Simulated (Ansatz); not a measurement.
Breaking the Zn1–H2 bond in H2SeZn (SMILES [ZnH][SeH]) (multiplicity 1 held, fragments rigid). Energies count from the point at 1.536 Å.
Geometry at that point (charge 0, multiplicity 1):
```xyz
4

Zn    -0.709    -0.510    -0.829
H     -1.614    -1.165    -1.883
Se     0.654     0.505     0.741
H      0.655    -0.719     1.562
```

R- and RO- levels are restricted; in cc, def2 and unpolarised 6-31G sets they are followed outwards from rest. Unrestricted levels (U-) break spin symmetry where that is lower. Active spaces are followed from a long bond inwards. Levels need not reach the same state.

Frozen-core correlation. Filled d and f shells under p-block atoms count as core.

Codes used: Ansatz (a quantum-chemistry and plane-wave program) with Gaussian orbitals. Values without a source in brackets are computed.

Energies in kJ/mol.

```json
[
 {"R (Å)": "1.228", "R-PBE/def2-TZVPP": "95", "R-wB97X-V/def2-TZVPP": "97", "R-MP2/def2-TZVPP": "84", "U-SCS-MP2/def2-TZVPP": "90", "U-CCSD/def2-TZVPP": "95", "FIC-MRCISD+Q on CASSCF(2,2)/def2-TZVPP": "95"},
 {"R (Å)": "1.382", "R-PBE/def2-TZVPP": "18", "R-wB97X-V/def2-TZVPP": "18", "R-MP2/def2-TZVPP": "12", "U-SCS-MP2/def2-TZVPP": "14", "U-CCSD/def2-TZVPP": "17", "FIC-MRCISD+Q on CASSCF(2,2)/def2-TZVPP": "17"},
 {"R (Å)": "1.536", "R-PBE/def2-TZVPP": "0", "R-wB97X-V/def2-TZVPP": "0", "R-MP2/def2-TZVPP": "0", "U-SCS-MP2/def2-TZVPP": "0", "U-CCSD/def2-TZVPP": "0", "FIC-MRCISD+Q on CASSCF(2,2)/def2-TZVPP": "0"},
 {"R (Å)": "1.689", "R-PBE/def2-TZVPP": "13", "R-wB97X-V/def2-TZVPP": "15", "R-MP2/def2-TZVPP": "19", "U-SCS-MP2/def2-TZVPP": "?", "U-CCSD/def2-TZVPP": "14", "FIC-MRCISD+Q on CASSCF(2,2)/def2-TZVPP": "14"},
 {"R (Å)": "1.843", "R-PBE/def2-TZVPP": "41", "R-wB97X-V/def2-TZVPP": "46", "R-MP2/def2-TZVPP": "53", "U-SCS-MP2/def2-TZVPP": "49", "U-CCSD/def2-TZVPP": "44", "FIC-MRCISD+Q on CASSCF(2,2)/def2-TZVPP": "43"},
 {"R (Å)": "2.073", "R-PBE/def2-TZVPP": "93", "R-wB97X-V/def2-TZVPP": "105", "R-MP2/def2-TZVPP": "115", "U-SCS-MP2/def2-TZVPP": "110", "U-CCSD/def2-TZVPP": "99", "FIC-MRCISD+Q on CASSCF(2,2)/def2-TZVPP": "97"},
 {"R (Å)": "2.303", "R-PBE/def2-TZVPP": "148", "R-wB97X-V/def2-TZVPP": "169", "R-MP2/def2-TZVPP": "180", "U-SCS-MP2/def2-TZVPP": "188", "U-CCSD/def2-TZVPP": "157", "FIC-MRCISD+Q on CASSCF(2,2)/def2-TZVPP": "152"},
 {"R (Å)": "2.687", "R-PBE/def2-TZVPP": "229", "R-wB97X-V/def2-TZVPP": "268", "R-MP2/def2-TZVPP": "276", "U-SCS-MP2/def2-TZVPP": "278", "U-CCSD/def2-TZVPP": "241", "FIC-MRCISD+Q on CASSCF(2,2)/def2-TZVPP": "229"},
 {"R (Å)": "3.071", "R-PBE/def2-TZVPP": "292", "R-wB97X-V/def2-TZVPP": "352", "R-MP2/def2-TZVPP": "354", "U-SCS-MP2/def2-TZVPP": "310", "U-CCSD/def2-TZVPP": "294", "FIC-MRCISD+Q on CASSCF(2,2)/def2-TZVPP": "280"},
 {"R (Å)": "3.532", "R-PBE/def2-TZVPP": "346", "R-wB97X-V/def2-TZVPP": "432", "R-MP2/def2-TZVPP": "421", "U-SCS-MP2/def2-TZVPP": "?", "U-CCSD/def2-TZVPP": "318", "FIC-MRCISD+Q on CASSCF(2,2)/def2-TZVPP": "311"},
 {"R (Å)": "4.146", "R-PBE/def2-TZVPP": "389", "R-wB97X-V/def2-TZVPP": "509", "R-MP2/def2-TZVPP": "471", "U-SCS-MP2/def2-TZVPP": "?", "U-CCSD/def2-TZVPP": "324", "FIC-MRCISD+Q on CASSCF(2,2)/def2-TZVPP": "325"},
 {"R (Å)": "4.914", "R-PBE/def2-TZVPP": "417", "R-wB97X-V/def2-TZVPP": "574", "R-MP2/def2-TZVPP": "484", "U-SCS-MP2/def2-TZVPP": "329", "U-CCSD/def2-TZVPP": "326", "FIC-MRCISD+Q on CASSCF(2,2)/def2-TZVPP": "329"}
]
```

Question: Fill in the missing entries.

Answer: 
- 3.532, U-SCS-MP2/def2-TZVPP: 323
- 4.146, U-SCS-MP2/def2-TZVPP: 328
- 1.689, U-SCS-MP2/def2-TZVPP: 17

Doubts at one or more of the structures used: a restricted determinant that unrestricted orbitals would lower (R-PBE/def2-TZVPP, R-wB97X-V/def2-TZVPP, R-MP2/def2-TZVPP); a spin-contaminated determinant (U-SCS-MP2/def2-TZVPP, U-CCSD/def2-TZVPP); T1 above 0.05 (U-CCSD/def2-TZVPP).
